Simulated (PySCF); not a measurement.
Numbering as in the mapped SMILES `[CH2:1]=[CH:2][S@OH4:3]([F:4])([F:5])([F:6])([F:7])[F:8]`; H(Xn) means a hydrogen on atom n. Ha(C1) is cis to S3; Hb(C1) is trans to S3.

GIAO shifts from PySCF 2.14 on PBE0-D3(BJ)/def2-TZVP geometries (one conformer, non-relativistic, equivalent nuclei averaged), against TMS at the same level and in the same medium; PCM means IEF-PCM chloroform.

Measured (solution, not stated per compound (mostly CDCl3 or CCl4); Pretsch, Buehlmann, Badertscher, Structure Determination of Organic Compounds, 4th ed. (2009)): H(C2) 6.63, Hb(C1) 5.64, Ha(C1) 5.96 ppm.

Question: Which unscaled values do B97-2/pcSseg-2, gas; WP04/pcSseg-2, PCM; wB97X-D/pcSseg-2, PCM give, and how close are they?

Answer: 
```json
{"atoms": "H(C2)", "measured": "6.63", "B97-2/pcSseg-2, gas": "6.88", "WP04/pcSseg-2, PCM": "6.95", "wB97X-D/pcSseg-2, PCM": "7.06"}
{"atoms": "Hb(C1)", "measured": "5.64", "B97-2/pcSseg-2, gas": "5.93", "WP04/pcSseg-2, PCM": "6.17", "wB97X-D/pcSseg-2, PCM": "6.38"}
{"atoms": "Ha(C1)", "measured": "5.96", "B97-2/pcSseg-2, gas": "6.20", "WP04/pcSseg-2, PCM": "6.24", "wB97X-D/pcSseg-2, PCM": "6.49"}
```

Mean absolute error for $^{1}$H: B97-2/pcSseg-2, gas 0.26, WP04/pcSseg-2, PCM 0.38, wB97X-D/pcSseg-2, PCM 0.57 ppm.
